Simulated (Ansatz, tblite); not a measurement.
Cost and result up the ladder for SeBr₂ (3 atoms). The state is a singlet with charge 0. Geometry: PBE-D4/def2-TZVP.

```tsv
atom	x (Å)	y (Å)	z (Å)
Se1	0.232	-0.931	0.047
Br2	-0.579	0.439	1.753
Br3	0.347	0.492	-1.800
```

Ansatz on 4 threads of Intel Xeon on a shared host; xTB runs through tblite on one thread. Times are rough, summed over both states, and most runs start from the orbitals of an earlier one. PBE0-D4/def2-TZVP serves as the yardstick here, not as an exact answer. The other state is a doublet.

The xTB rows come from tblite.

Raw xTB energies of ions are shifted by several eV.

| level | functions | vertical IE (eV) | difference from PBE0-D4/def2-TZVP (eV) |
| --- | --- | --- | --- |
| PBE-D4/def2-TZVP (with forces) | 144 | 8.71 | -0.31 |
| GFN2-xTB | 27 | 14.33 | 5.31 |
| r2SCAN-D4/def2-TZVP | 144 | 8.89 | -0.13 |
| GFN1-xTB | 27 | 15.05 | 6.03 |
| PBE0-D4/def2-TZVP | 144 | 9.02 | 0.00 |

**Question.** Estimate how long each takes.

**Answer.** GFN1-xTB 0.016 s; GFN2-xTB 0.016 s; PBE-D4/def2-TZVP (with forces) 13 s; r2SCAN-D4/def2-TZVP 22 s; PBE0-D4/def2-TZVP 27 s. On shared hardware such times vary by a factor of up to 3.
